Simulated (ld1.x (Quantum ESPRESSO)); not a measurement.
What one change does to a pseudopotential (In (Z = 49), TM semilocal)

- Element: indium (In)
- Generator: ld1.x (Quantum ESPRESSO) 7.5
- Type: norm-conserving Troullier–Martins (semilocal form)
- Functional: LDA (PZ)
- Relativity: scalar-relativistic
- Frozen core: [Kr]
- Valence charge: 13
- Reference configuration: 4d10 5s2 5p1
- Partial waves: 5s (bound): rc 1.70 bohr; 4d (bound): rc 1.80 bohr; 5p (bound): rc 2.20 bohr
- Local potential: the p channel
- Core correction: none

Change: core correction a·sin(br)/r model core inside 0.90 bohr.

Cutoffs: the cutoffs (Ry, on a coarse ladder) from which the occupation-weighted sum of valence levels, in a spherical-Bessel basis at the reference potential, stays within 10 and 1 mRy of its value at 400 Ry; they do not see the model core or the augmentation charge, which bear on the density cutoff. Errors are all-electron minus pseudo energies relative to the spin-unpolarised reference configuration.

Question: How do hardness, ghosts and transferability respond?

Answer: The potential gets neither clearly harder nor softer (70 Ry and 110 Ry → 70 Ry and 110 Ry); of the 9 tests that both files solve, the error grows in 6 and shrinks in 1 by more than 15 % and 0.3 meV (median size 11.6 → 11.1 meV); neither file shows a bound ghost. A semilocal file is local in each channel, so a ghost entry of none says nothing of the separable form that plane-wave codes build from it. A model core, the more so a compact one, raises the density cutoff, which this test does not measure.

| quantity | base | changed |
| --- | --- | --- |
| cutoff, loose | 70 Ry | 70 Ry |
| cutoff, tight | 110 Ry | 110 Ry |
| bound ghosts | none | none |
| error for 4d10 5s2 5p0, meV [ΔE 5.59 eV] | -1.3 | -2.0 |
| error for 4d10 5s1 5p0, meV [ΔE 25.26 eV] | +4.7 | -8.7 |
| error for 4d10 5s0 5p0, meV [ΔE 54.00 eV] | +21 | -42 |
| error for 4d9 5s2 5p1, meV [ΔE 25.22 eV] | -39 | -70 |
| error for 4d9 5s0 5p0, meV [ΔE 110.61 eV] | +50 | -123 |
| error for 4d9 5s2 5p2, meV [ΔE 18.20 eV] | -88 | -120 |
| error for 4d10 5s2 5p0.5, meV [ΔE 2.05 eV] | -0.4 | -0.4 |
| error for 4d10 5s2 5p1 (spin-polarised), meV [ΔE -0.12 eV] | +1.1 | +0.4 |
| error for 4d10 5s1 5p0 (spin-polarised), meV [ΔE 25.03 eV] | +12 | -11 |
| s: phases at 2.40 bohr within 0.05 rad from the reference energy up to (Ry; the scan ends near 5) | 2.0 | 2.0 |
| p: phases at 2.40 bohr within 0.05 rad from the reference energy up to (Ry; the scan ends near 5) | 3.2 | 3.2 |
| d: phases at 2.40 bohr within 0.05 rad from the reference energy up to (Ry; the scan ends near 5) | 1.4 | 1.4 |
